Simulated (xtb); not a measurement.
Harmonic IR lines of one isomer of C$_{3}$H$_{5}$N, unscaled. Calculation: GFN2-xTB (xtb).

| wavenumber (cm⁻¹) | relative intensity |
|---|---|
| 519 | 3.7 |
| 534 | 3.1 |
| 812 | 18 |
| 909 | 12 |
| 922 | 5.1 |
| 1007 | 4.2 |
| 1082 | 50 |
| 1210 | 41 |
| 1278 | 12 |
| 1341 | 32 |
| 1407 | 5.0 |
| 1666 | 15 |
| 1699 | 100 |
| 3001 | 27 |
| 3044 | 30 |
| 3097 | 9.7 |
| 3125 | 27 |
| 3297 | 18 |

Task: Identify which structure gives these lines.
(A) `CCC#N`
(B) `CC=C=N`
(C) `[H]/N=C\C=C`
(D) `C1=CNC1`

Result: C, `[H]/N=C\C=C`
